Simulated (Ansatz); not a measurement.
A nudged elastic band was laid between two geometries of C$_{2}$H$_{11}$NOSi$_{2}$ (17 atoms, charge 0, multiplicity 1).

These are results of RKS PBE0-D4/6-31G* (Ansatz), not measurements.

```yaml
movable_images: 5
climbing_image: yes
spring: 5.0 eV/Å²
optimiser: quadratic models (default)
start_path: straight line
force_threshold: 0.05 eV/Å
iteration_limit: 54
end_points: relaxed
```

First end point:

```xyz
17
Properties=species:S:1:pos:R:3
N 1.976 -0.715 -1.705
C 2.188 -0.278 -0.318
Si 0.655 -0.448 0.789
C -0.727 0.679 0.123
O -0.877 0.383 -1.279
Si -2.373 0.442 1.036
H 1.782 -1.714 -1.715
H 1.130 -0.272 -2.060
H 3.033 -0.838 0.103
H 2.515 0.770 -0.331
H 0.177 -1.862 0.773
H 0.886 -0.039 2.211
H -0.379 1.717 0.268
H -1.516 1.007 -1.650
H -3.429 1.220 0.318
H -2.773 -0.991 1.039
H -2.286 0.937 2.440
```

Last end point:

```xyz
17
Properties=species:S:1:pos:R:3
N 1.954 0.892 -1.183
C 2.093 -0.360 -0.439
Si 0.710 -0.417 0.853
C -0.857 0.326 0.071
O -0.919 -0.177 -1.279
Si -2.438 -0.094 1.028
H 1.106 0.830 -1.742
H 2.727 1.001 -1.834
H 2.076 -1.276 -1.055
H 3.054 -0.358 0.091
H 0.455 -1.818 1.304
H 1.036 0.404 2.055
H -0.700 1.418 0.072
H -1.678 0.234 -1.714
H -3.615 0.429 0.268
H -2.597 -1.567 1.163
H -2.426 0.532 2.382
```

Task: Which bonds break or form, and what moves?

Result: No bond is made or broken. The height of N1 over the plane of its neighbours goes from 0.41 to -0.40 Å.

Task: Give the energies along the band, and the barrier.

Result: The forces met the threshold. The highest image is number 3 of 0 to 6, 3.3 kcal/mol above the first end and 3.7 kcal/mol above the last; the last end lies 0.4 kcal/mol below the first. Another band between the same ends (5 images) ends at a top of the same energy, where a vibrational analysis finds 1 clearly imaginary mode.

| image | path coordinate (Å) | energy (kcal/mol) | height of N1 over the plane of its neighbours (Å) |
| --- | --- | --- | --- |
| 0 | 0.00 | 0.0 | 0.41 |
| 1 | 1.02 | 0.4 | 0.41 |
| 2 | 2.05 | 1.8 | 0.41 |
| 3 | 3.07 | 3.3 | 0.38 |
| 4 | 4.12 | 1.0 | -0.37 |
| 5 | 5.16 | 0.1 | -0.39 |
| 6 | 6.21 | -0.4 | -0.40 |

Task: What is the geometry of the highest image?

Result: 
```xyz
17
Properties=species:S:1:pos:R:3
N 2.011 -0.082 -1.695
C 2.215 -0.289 -0.254
Si 0.631 -0.641 0.736
C -0.801 0.390 0.022
O -1.052 -0.160 -1.286
Si -2.358 0.312 1.102
H 1.047 -0.255 -1.964
H 2.199 0.886 -1.931
H 2.924 -1.113 -0.085
H 2.690 0.593 0.197
H 0.228 -2.072 0.658
H 0.805 -0.280 2.177
H -0.455 1.436 -0.050
H -1.730 0.378 -1.717
H -3.506 0.866 0.320
H -2.681 -1.094 1.467
H -2.188 1.123 2.342
```

Run time: 7 min on 2 threads of Intel(R) Xeon(R) Platinum 8375C CPU @ 2.90GHz (Ice Lake) (shared host), peak memory 0.37 GiB.
